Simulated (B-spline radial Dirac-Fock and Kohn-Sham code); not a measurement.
## X-ray lines that fill the L2 vacancy in Se⁴⁺

System: selenium as Se⁴⁺, 1s2 2s2 2p6 3s2 3p6 3d10 4s2, inside a Watson sphere of charge -4 and radius 1.6 Å (a model of the Madelung potential; inside it an electron's potential energy is raised by 36.0 eV).

Input file task.json (cfg lists n, l and occupation; rrms is the nuclear radius in fm):

```json
{"items": [{
  "Z": 34,
  "q": 4,
  "cfg": [[1, 0, 2], [2, 0, 2], [2, 1, 6], [3, 0, 2], [3, 1, 6], [3, 2, 10], [4, 0, 2]],
  "A": 80,
  "rrms": 4.14,
  "watson": [-4, 1.6],
  "do": ["binding", "quiet", "decay"],
  "holes": ["K", "L1", "L2", "L3", "M1", "M2", "M3", "M4", "M5", "N1"]
}]}
```

Run with: `python xray_run.py task.json out`

Level of theory: one-electron (LDA, Dirac) transition rates at Dirac-Fock energies; a radial finite-basis atomic code.

```csv
line,multipole,energy (eV),width (meV),share (%)
Lη,E1,1243.5,0.614,3.35
Lβ1,E1,1422.9,17.6,96.1
Lγ5,E1,1474.7,0.0993,0.541
```

The listed lines hold 100.0 % of the radiative rate. The radiative width is 0.0183 eV in the length form and 0.0189 eV in the velocity form; the two differ because the transition energies are not eigenvalue differences of the potential that gave the orbitals.

Values without a named source are computed, but for edge energies of neutral atoms, which are taken from tables.
